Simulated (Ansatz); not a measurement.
Born–Oppenheimer molecular dynamics of BClF$_{2}$H$_{2}$ (6 atoms, charge 0, multiplicity 1). It starts at the highest image of a converged band, a first-order saddle point between two minima.

Level of theory: Ansatz, RKS PBE0/def2-SVP.

- ensemble: NVE (velocity Verlet)
- time step: 0.5 fs
- steps asked: 200
- starting velocities drawn for: 100 K
- seed: 6141

First frame:

```xyz
6
Properties=species:S:1:pos:R:3
B 0.016 -0.289 0.044
Cl 0.001 0.140 2.099
F 1.160 0.138 -0.466
F -1.146 0.078 -0.471
H 0.050 -1.592 0.274
H 0.036 -1.145 1.247
```

Q: How far do the bonds stretch over the last three quarters of this one trajectory? (Pairs bonded in most of those frames.)

A: 
| bond | mean (Å) | spread (Å) | shortest | longest |
| --- | --- | --- | --- | --- |
| B1–Cl2 | 1.747 | 0.078 | 1.64 | 1.99 |
| B1–F3 | 1.320 | 0.033 | 1.25 | 1.37 |
| B1–F4 | 1.321 | 0.033 | 1.27 | 1.38 |
| H5–H6 | 0.765 | 0.013 | 0.75 | 0.80 |

Mean temperature of the second half: 2157 K. The conserved energy stayed within 0.066 meV per atom of its start (net change -0.018 meV per atom), so the integration is sound. The kinetic energy rose, since the run started high on the potential surface and went downhill. It ends in pieces (BClF2 + H2), so much of that is their flight and rotation, not heat. A run of 0.1 ps of so small a system gives no equilibrium averages. The orbitals stay closed-shell, which can raise the energy where a bond breaks towards radicals; this wasn't checked here.

The run took 5.5 min on 1 thread of Arm Neoverse V2 (shared host), peak memory 0.12 GiB.
